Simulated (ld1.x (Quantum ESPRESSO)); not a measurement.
Values are calculated unless marked as measured or tabulated.
# Potentials for Pb compared

Generated with ld1.x 7.5 (TM, RRKJ, ultrasoft, PAW), atompaw 4.2 or ONCVPSP 4.0.1. The cutoff is in Ry: for ld1.x and atompaw files where the sum of valence levels is converged to 10 mRy in a Bessel basis, for ONCV files where the hardest occupied wave has 1 mHa per electron of residual kinetic energy. The error is the largest all-electron minus pseudo excitation energy over each file’s own four to seven test configurations (ionisations up to +4, promotions, holes and added fractions of an electron), all of which were solved. The labels leave out finer settings (local radius, basis sizes, second energies), which also bear on the numbers. Spin-polarised tests are not counted. The rows are a selection from randomly drawn settings: files with unsolved tests, undetermined cutoffs or missed reference levels are left out.

A true bound ghost makes a file unfit for plane-wave use even where its test errors are small: the radial tests pick states by their node count and pass the ghost by.

```csv
potential,cutoff (Ry),largest error (meV),bound ghosts
"RRKJ, PBE, scalar-relativistic, rc 1.75/2.80 (sp), local p, core correction yes, reference 6s2 6p2",25,-606,none
"TM, PBE, scalar-relativistic, rc 2.15/1.85/1.80 (spd), local p, core correction yes, reference 6s2 6p1.75",30,-112,s
"TM, PBE, scalar-relativistic, rc 1.60/2.60 (sp), local s, core correction yes, reference 6s2 6p2",45,-597,none
"TM semilocal, PBE, non-relativistic, rc 2.35/2.85/1.25 (spd), local s, core correction yes, reference 5d10 6s2 6p2",90,-171,none
"TM, LDA (PZ), fully relativistic, rc 2.05/2.35/1.60 (spd), local s, core correction yes, reference 5d10 6s2 6p2",55,-142,none
```

Task: Fill in the row for Pb: TM, PBEsol, scalar-relativistic, rc 1.90/2.65/1.60 (spd), local s, core correction yes, reference 5d10 6s2 6p2.

Result: cutoff 55 Ry, largest error -151 meV, bound ghosts: none.
